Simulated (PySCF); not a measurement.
Vertical excitations of a molecule C₃H₉OSi, multiplicity 2 from TDA-PBE0/def2-SVPD run with PySCF 2.14.0, as energy in eV (oscillator strength): 4.75 (0.011), 4.85 (0.063), 4.91 (0.027), 5.21 (0.077), 5.36 (0.034), 5.75 (0.050), 5.84 (0.016), 6.00 (0.113), 6.55 (0.009), 6.65 (0.017). Geometry: B3LYP-D3(BJ)/def2-SVP. Other conformers were not sampled.

Question: Pick the molecule that these values belong to.
(A) C[Si](C)(C)[O]
(B) CCO[SiH]C
(C) CO[Si](C)C
(D) [CH2][Si](C)(C)O

Answer: C, CO[Si](C)C
